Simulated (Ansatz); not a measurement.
BH8NSi2 (`BN([SiH3])[SiH3]`), 12 atoms. Charge 0, multiplicity 1. All runs use 4 threads of an Arm Neoverse N1 on a shared host. Correlated methods freeze the cores.

(1) How many basis functions does each run have, and how long does it take in Ansatz? RKS PBE0-D4/def2-TZVP frequencies; RKS CAM-B3LYP-D4/def2-TZVPP energy; RHF-MP2/def2-QZVPP energy; RKS PBE0-D4/def2-TZVP relaxation (14 steps); RKS ωB97M-V/def2-TZVPP energy and forces; direct RPA on PBE orbitals/def2-TZVPP energy; RKS ωB97M-V/def2-SVP energy; RKS HSE06 (plane-wave form)-D4/def2-TZVPP energy; RKS PBE0-D4/def2-SVP energy; RKS B3LYP-D4/def2-TZVPP energy and forces; RKS ωB97M-V/def2-QZVPP energy; RHF-CCSD(T)/def2-SVP energy. (An estimate is asked.)

## Answers

(1) Ansatz gave: Other jobs shared the machine, so times are rough.

```json
{"level": "RKS PBE0-D4/def2-SVP", "job": "energy", "functions": "104", "wall time": "1.6 s", "peak host memory (GiB)": "0.47"}
{"level": "RHF-CCSD(T)/def2-SVP", "job": "energy", "functions": "104", "wall time": "4.7 s", "peak host memory (GiB)": "0.47"}
{"level": "RKS HSE06 (plane-wave form)-D4/def2-TZVPP", "job": "energy", "functions": "258", "wall time": "4.9 s", "peak host memory (GiB)": "0.67"}
{"level": "RKS CAM-B3LYP-D4/def2-TZVPP", "job": "energy", "functions": "258", "wall time": "5.5 s", "peak host memory (GiB)": "0.73"}
{"level": "RKS ωB97M-V/def2-SVP", "job": "energy", "functions": "104", "wall time": "6.5 s", "peak host memory (GiB)": "0.47"}
{"level": "RKS B3LYP-D4/def2-TZVPP", "job": "energy and forces", "functions": "258", "wall time": "7.5 s", "peak host memory (GiB)": "0.74"}
{"level": "direct RPA on PBE orbitals/def2-TZVPP", "job": "energy", "functions": "258", "wall time": "8 s", "peak host memory (GiB)": "0.67"}
{"level": "RKS ωB97M-V/def2-TZVPP", "job": "energy and forces", "functions": "258", "wall time": "18 s", "peak host memory (GiB)": "0.95"}
{"level": "RKS ωB97M-V/def2-QZVPP", "job": "energy", "functions": "494", "wall time": "33 s", "peak host memory (GiB)": "2.2"}
{"level": "RHF-MP2/def2-QZVPP", "job": "energy", "functions": "494", "wall time": "33 s", "peak host memory (GiB)": "3.2"}
{"level": "RKS PBE0-D4/def2-TZVP", "job": "relaxation (14 steps)", "functions": "184", "wall time": "64 s", "peak host memory (GiB)": "0.46"}
{"level": "RKS PBE0-D4/def2-TZVP", "job": "frequencies", "functions": "184", "wall time": "3.5 min", "peak host memory (GiB)": "0.47"}
```

B3LYP here is the variant with VWN-RPA as its local correlation; programs differ in this.
